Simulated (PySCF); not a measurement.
Write Cartesian coordinates for `[Si@H](C[SiH3])(O)O[SiH3]` as optimised with GFN2-xTB.

```
atom  x, y, z in Å
O1    -0.4117   -2.4413   -0.0893
Si2    0.2265   -1.2959    0.8644
C3    -1.0610   -0.0273    1.4396
Si4   -1.8527    1.0015    0.0574
O5     1.4074   -0.5205    0.0618
Si6    2.3756    0.6847   -0.4019
H7    -0.7753   -2.2358   -0.9463
H8     0.8509   -2.0777    1.9191
H9    -1.8435   -0.5513    1.9881
H10   -0.5956    0.6522    2.1529
H11   -2.8919    1.8664    0.6299
H12   -0.8551    1.8364   -0.6161
H13   -2.4899    0.1248   -0.9369
H14    1.8208    1.2148   -1.6487
H15    2.4010    1.7067    0.6459
H16    3.6870    0.0711   -0.5962
```

Any rigid rotation of these coordinates is as good. Atoms count from 1 in this order. Of the pairs four or more bonds apart, Si4···Si6 is among the closest relative to their van der Waals radii: 4.26 Å, 102 % of the sum of Bondi's values. Si4 (SiH3 silicon) is tetrahedral (angles from 107.9° to 111.1°). O5 (siloxane oxygen) is bent (angle 159.1°). Si6 (oxygen-bound silicon) is distorted tetrahedral (angles from 105.3° to 112.3°).

Bonds between heavy atoms (Å): O1–Si2 1.621, Si2–C3 1.897, C3–Si4 1.896, Si2–O5 1.625, O5–Si6 1.614.

Computed geometry: GFN2-xTB, gas phase.

Point group: C1 (no symmetry element, even within 0.4 Å). Whether it is a minimum is left open (no frequencies). One conformer, not necessarily the lowest (H–O1–Si2–C3 65°, O1–Si2–C3–Si4 -63°, O1–Si2–O5–Si6 148°).
